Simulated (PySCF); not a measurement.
Electron correlation in N(3+) (nitrogen, charge +3)

[He] 2s2, closed-shell 1S. All numbers are calculated (PySCF 2.14, the spin-free X2C one-electron Hamiltonian (Gaussian nucleus), in aug-cc-pCVTZ-DK (7s6p4d2f, 59 functions)). Frozen: nothing; 4 electrons correlated.

| level | correlation energy (mhartree) |
| --- | --- |
| CCSD | -131.80 |
| (T) | -0.71 |
| CCSD(T) | -132.51 |

Diagnostics: T1 = 0.0051, D1 = 0.0103, largest double amplitude 0.151.

A double-excitation amplitude exceeds 0.15, a sign of near-degeneracy.

Cost of the coupled-cluster step: about 0.5 core-seconds, for 4 correlated electrons.
